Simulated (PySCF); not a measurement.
# Cost of excited-state runs on `C#C[SiH2][C@@H]1[Se]C[C@@H]1F`, C5H7FSeSi

Molfile (atoms numbered from 1):
```
C5H7FSeSi
     RDKit          3D

 15 15  0  0  0  0  0  0  0  0999 V2000
    3.5271    1.0329    0.4283 C   0  0  0  0  0  0  0  0  0  0  0  0
    2.5421    0.3516    0.5337 C   0  0  0  0  0  0  0  0  0  0  0  0
    1.0148   -0.6745    0.7009 Si  0  0  0  0  0  4  0  0  0  0  0  0
   -0.0990   -0.1160   -0.7561 C   0  0  2  0  0  0  0  0  0  0  0  0
   -0.7052    1.7809   -0.5903 Se  0  0  0  0  0  2  0  0  0  0  0  0
   -2.1810    0.6007    0.0010 C   0  0  0  0  0  0  0  0  0  0  0  0
   -1.5333   -0.6108   -0.6499 C   0  0  2  0  0  0  0  0  0  0  0  0
   -1.6497   -1.7553    0.1173 F   0  0  0  0  0  0  0  0  0  0  0  0
    4.3907    1.6268    0.3354 H   0  0  0  0  0  0  0  0  0  0  0  0
    0.3475   -0.3745    1.9687 H   0  0  0  0  0  0  0  0  0  0  0  0
    1.3091   -2.0967    0.5158 H   0  0  0  0  0  0  0  0  0  0  0  0
    0.3642   -0.3023   -1.7252 H   0  0  0  0  0  0  0  0  0  0  0  0
   -3.1654    0.8788   -0.3691 H   0  0  0  0  0  0  0  0  0  0  0  0
   -2.1863    0.5215    1.0877 H   0  0  0  0  0  0  0  0  0  0  0  0
   -1.9799   -0.8553   -1.6203 H   0  0  0  0  0  0  0  0  0  0  0  0
  1  2  3  0
  2  3  1  0
  3  4  1  0
  4  5  1  0
  5  6  1  0
  6  7  1  0
  7  8  1  0
  7  4  1  0
  1  9  1  0
  3 10  1  0
  3 11  1  0
  4 12  1  6
  6 13  1  0
  6 14  1  0
  7 15  1  6
M  END
```

PySCF with density fitting, on 1 thread of an Arm Neoverse V1, shared host. Command: `OMP_NUM_THREADS=1 python excited_run.py task.json out`

**Question.** How long does this run take, and how much memory?
- circular dichroism and optical rotation, PBE0/aug-cc-pVDZ; 8 states

**Answer.** 
```tsv
run	level	basis functions	wall time	peak memory (GiB)
circular dichroism and optical rotation	PBE0/aug-cc-pVDZ	264	2.4 min	1.1
```
Times from a shared host are rough.
